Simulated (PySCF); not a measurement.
**Two-dimensional NMR puzzle**

Compound of formula C6H10O2Si. Correlations simulated from computed shifts and the bond graph:

HSQC (one-bond C–H):
| δH | δC |
| --- | --- |
| 8.15 | 164.9 |
| 7.09 | 152.1 |
| 7.05 | 139.1 |
| 5.72 | 128.9 |
| 5.70 | 128.9 |
| 1.90 | 14.7 |

COSY cross peaks (H two or three bonds apart, from the bond graph; peaks can be absent where the dihedral angle is near 90°):
| δH | δH |
| --- | --- |
| 7.09 | 7.05 |
| 7.05 | 5.72 |
| 7.05 | 5.70 |
| 5.72 | 5.70 |

HMBC (two and three bonds, from the bond graph):
| δH | δC |
| --- | --- |
| 7.09 | 139.1, 134.4, 128.9, 14.7 |
| 7.05 | 152.1, 134.4, 128.9 |
| 5.72 | 152.1, 139.1 |
| 5.70 | 152.1, 139.1 |
| 5.27 | 164.9, 152.1, 134.4, 14.7 |
| 1.90 | 152.1, 134.4 |

Carbons without hydrogens: δ 134.4.

No solvent, no relativistic terms, single conformer, rapidly exchanging positions averaged. Geometry: GFN2-xTB; GIAO PBE0/pcSseg-1 shieldings; PySCF 2.14.

Scale: ¹H (σref 31.72) and ¹³C (σref 186.93) vs TMS (reference shieldings calculated alike).

Exchangeable hydrogens are left out of these lists.

Which molecule is this?

Results:

SMILES C=C/C=C(\C)[SiH2]OC=O.

Numbering as in the mapped SMILES `[CH2:1]=[CH:2]/[CH:3]=[C:4](\[CH3:5])[SiH2:6][O:7][CH:8]=[O:9]`. Hydrogens are named by the atom that carries them. Ha(C1) is cis to C3; Hb(C1) is trans to C3.

δC 164.9 is C8, a carbonyl carbon (δH 8.15). δC 152.1 is C3, an alkene CH (δH 7.09). δC 139.1 is C2, an alkene CH (δH 7.05). δC 134.4 is C4, a fully substituted alkene carbon. δC 128.9 is C1, a terminal =CH2 carbon (δH 5.72, 5.70). δC 14.7 is C5, an allylic methyl carbon (δH 1.90). HMBC from δH 7.09 reaches the proton-free carbon C4. HMBC from δH 7.05 reaches the proton-free carbon C4. HMBC from δH 5.27 reaches the proton-free carbon C4. HMBC from δH 1.90 reaches the proton-free carbon C4. COSY links 7.09–7.05, 7.05–5.72, 7.05–5.70, 5.72–5.70.

This is the structure that produced the data.

Shifts are as computed. Against solution values, carbons near 30 ppm lie about +3 ppm off and those near 130 ppm about +5 ppm. Of 1211 compounds with measured shifts, 218 miss one by over three times the rms of a fit or turn the order of signals round; such compounds aren't used in these exercises.
